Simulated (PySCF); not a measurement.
# TlCl₂⁺: double against triple zeta

Base calculation in PySCF with density fitting and no spin–orbit coupling, PBE0/def2-SVP (scalar-relativistic core potentials): singlet, D∞h, Tl–Cl 2.300 Å (×2); wavenumbers 84 (×2), 351, 433 cm⁻¹; gap between the highest occupied and lowest empty levels 5.01 eV, polar-tensor charge of Tl 1.27 e.

Question: What changes on going to PBE0/def2-TZVP (scalar-relativistic core potentials)?

Answer: The point group stays the same. Changes: mean bond to Tl -0.059 Å, highest wavenumber +24 cm⁻¹, lowest wavenumber +13 cm⁻¹, gap between the highest occupied and lowest empty levels +0.65 eV, polar-tensor charge of Tl +0.06 e. The new structure has Tl–Cl 2.241 Å (×2), with wavenumbers 97 (×2), 376, 457 cm⁻¹. The larger basis shortens the bonds, as added polarisation functions usually do.

Spin–orbit coupling is large for TlCl₂⁺ and is left out. Each species is the lowest minimum found with this bonding; other isomers or fragments can lie lower.
